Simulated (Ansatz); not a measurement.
This geometry of CH2ClFOSi (7 atoms, charge 0, multiplicity 1) is a first-order saddle point.

The calculation used RKS LDA/cc-pVDZ in Ansatz 0.2.0.

```xyz
7
Properties=species:S:1:pos:R:3
F -1.392 -1.553 0.988
Si -0.808 -0.010 0.964
O 1.109 -0.231 0.131
C 0.157 0.216 -0.698
Cl 0.388 1.862 -1.353
H 0.740 0.137 1.423
H -0.133 -0.490 -1.502
```

Q: Which two structures does it join? (They come from a converged band through this point; their orientation in space is the band's.)

A: Bonds broken: Si2–H6. Bonds formed: O3–H6.

First end point:

```xyz
7
Properties=species:S:1:pos:R:3
F -1.147 -1.562 1.248
Si -0.242 -0.269 0.840
O 1.064 -0.591 -0.212
C 0.081 0.213 -0.887
Cl 0.640 1.845 -1.301
H 0.025 0.557 2.053
H -0.359 -0.262 -1.787
```

Last end point:

```xyz
7
Properties=species:S:1:pos:R:3
F -1.373 -1.776 0.696
Si -1.159 -0.147 0.973
O 0.878 -0.245 0.494
C -0.032 0.179 -0.569
Cl 0.300 1.852 -1.026
H 1.340 0.563 0.824
H 0.106 -0.494 -1.439
```

Q: How far does it lie above each of them?

A: 129.8 kJ/mol above the first and 69.2 kJ/mol above the second. This is the barrier of this one path; another mechanism may lie lower. The orbitals stay closed-shell, which can raise the energy where a bond breaks towards radicals; this wasn't checked here.

Run time: 52 s on 2 threads of Arm Neoverse V1, on a shared host, peak memory 0.13 GiB.
